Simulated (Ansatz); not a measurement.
Consider the formal exchange of groups at a B–F bond: `FBF` + `[SiH3][SnH3]` → `F[BH][SnH2][SiH3]` + H–F.

Calculated with Ansatz (gas phase, PBE0-D4/def2-TZVP geometries, no zero-point term in ΔE). CBS: MP2 limit from def2 TZ/QZ plus the TZ coupled-cluster correction, frozen cores. This one scheme is used for every species. DFT in def2-TZVPP. Elements past krypton have def2 core potentials. For Sn outer-core shells are correlated without core-valence functions, which leaves a few kJ/mol of doubt a bond. Each species was taken in one conformer, which may not be the lowest.

```
             level  ΔE (eV)
           LC-ωPBE     1.89
CCSD(T)/def2-TZVPP     1.85
```

Q: What does CCSD(T)/CBS give? (Estimate.)

A: Ansatz gave: +1.77 eV. The listed levels differ from it by 0.12, 0.08 eV.

Largest T1 diagnostic among the species: 0.014.

The D4 term adds −0.05 eV with B3LYP and −0.03 eV with PBE0; it sums over pairs of atoms, weighted by their polarisabilities, and B3LYP, whose exchange is more repulsive, gets the larger term. At CCSD(T), def2-SVP lies +0.36 eV from the extrapolated value and def2-TZVPP +0.08 eV. From BLYP to BHLYP (50 % exact exchange), in def2-TZVPP and without D4, ΔE moves by +0.12 eV.

B3LYP here is the variant with VWN-RPA as its local correlation; programs differ in this.
